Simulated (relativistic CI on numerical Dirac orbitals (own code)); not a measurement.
**Transition arrays of Cd¹¹⁺**

Calculated at this level of theory: Dirac-Coulomb-Breit CI, orbitals from a KLI potential per configuration, a model potential for QED, valence Slater integrals scaled by 0.9, whole transition arrays (own radial code, finite nucleus).

Configurations in the expansion (outside the closed core [Ar] 3d10 4s2): 4p6 4d, 4p6 4f, 4p5 4d2, 4p6 5p, 4p6 5f. Levels of other configurations are missing.

All E1 lines from the levels of 4p6 4d; mean and standard deviation are weighted by gf, and upper levels are sorted by their leading configuration.

| Upper configuration | Lines | Σgf | Mean (eV) | Mean (nm) | σ (eV) | Strongest line (nm) |
| --- | --- | --- | --- | --- | --- | --- |
| 4p5 4d2 | 63 | 70.2 | 83.52 | 14.845 | 2.73 | 14.799 |
| 4p6 5p | 3 | 1.8 | 77.14 | 16.073 | 0.60 | 16.032 |
| 4p6 5f | 3 | 0.0 | 127.95 | 9.690 | 0.37 | 9.681 |

Σgf per state of the lower configuration in bins of 0.05 nm over the central range (centre: value): 14.48: 0.88, 14.63: 1.57, 14.68: 0.12, 14.78: 1.82, 14.83: 0.66, 14.93: 0.38, 15.03: 1.39, 16.03: 0.11, 16.28: 0.05.

(1) How do configuration mixing and the scaling of the Slater integrals move the arrays?

Answers

(1) Slater scale 0.9, no configuration mixing: 4p6 4f 71.4 ± 0.6 eV (Σgf 9.9), 4p5 4d2 81.7 ± 4.5 eV (Σgf 57.4), 4p6 5p 77.1 ± 0.6 eV (Σgf 1.5), 4p6 5f 127.2 ± 0.5 eV (Σgf 0.1); Slater scale 1: 4p5 4d2 85.3 ± 2.8 eV (Σgf 71.7), 4p6 5p 77.1 ± 0.6 eV (Σgf 1.8), 4p6 5f 127.6 ± 0.6 eV (Σgf 0.0); Slater scale 0.8: 4p5 4d2 81.7 ± 2.7 eV (Σgf 68.8), 4p6 5p 77.3 ± 0.5 eV (Σgf 1.6), 4p6 5f 127.1 ± 0.4 eV (Σgf 0.0). With mixing, levels are counted to their leading configuration, so an array can shrink or vanish into another, and the sums then hold other lines.
